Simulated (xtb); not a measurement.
Harmonic IR lines of one isomer of C$_{3}$H$_{4}$S, unscaled. Method: xtb with GFN2-xTB.

wavenumber (cm⁻¹): 978 (m), 1095 (w), 1397 (w), 1572 (vs), 3072 (w), 3081 (w)

Task: Which structure gives these lines?
A) `S=C1CC1`
B) `C=C=CS`
C) `C#CSC`
D) `C#CCS`

Result: A, `S=C1CC1`
